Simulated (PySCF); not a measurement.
Structure with atom numbers: `[CH3:1][CH2:2][C:3]1=[C:4]([CH3:5])[CH2:6][CH2:7]1` (H(Xn): hydrogen on atom n).

No solvent, fast rotation and ring inversion assumed for equivalent nuclei, single conformer, non-relativistic. Geometry from GFN2-xTB; σ from GIAO-PBE0/pcSseg-1; PySCF 2.14.0 with density-fitted response routines.

Scale: $^{13}$C vs TMS (reference shieldings calculated alike).

Task: Do the $^{13}$C shifts follow the atomic charges (in e)? Tabulate both.

Result: 
| atoms | hybridisation | δ (ppm) | σ para (ppm) | Hirshfeld | IAO | Mulliken | ESP-fitted |
| --- | --- | --- | --- | --- | --- | --- | --- |
| C3 | sp2 | 150.8 | -225 | -0.00 | -0.01 | -0.26 | -0.21 |
| C4 | sp2 | 144.2 | -221 | -0.00 | -0.01 | -0.35 | +0.30 |
| C6 | sp3 | 31.2 | -99 | -0.08 | -0.27 | -0.13 | -0.22 |
| C7 | sp3 | 28.7 | -94 | -0.08 | -0.27 | -0.13 | -0.18 |
| C2 | sp3 | 25.5 | -84 | -0.07 | -0.27 | -0.14 | +0.11 |
| C5 | sp3 | 15.9 | -76 | -0.12 | -0.44 | -0.12 | -0.75 |
| C1 | sp3 | 15.1 | -76 | -0.12 | -0.41 | -0.28 | -0.14 |

Correlation coefficients of δ with charge over these carbons: Hirshfeld +0.95, IAO +0.94, Mulliken -0.72, ESP-fitted +0.44; with the paramagnetic shielding -1.00. Among the 5 sp3 carbons alone: Hirshfeld +0.91, IAO +0.95, Mulliken +0.57, ESP-fitted +0.45. With so few points, grouped by hybridisation, these coefficients are fragile. Charge is one influence among several: hybridisation and low-lying excitations act through the paramagnetic term.

Shifts are as computed. Against solution values, carbons near 30 ppm lie about +3 ppm off and those near 130 ppm about +5 ppm. Of 1211 compounds with measured shifts, 218 miss one by over three times the rms of a fit or turn the order of signals round; such compounds aren't used in these exercises.
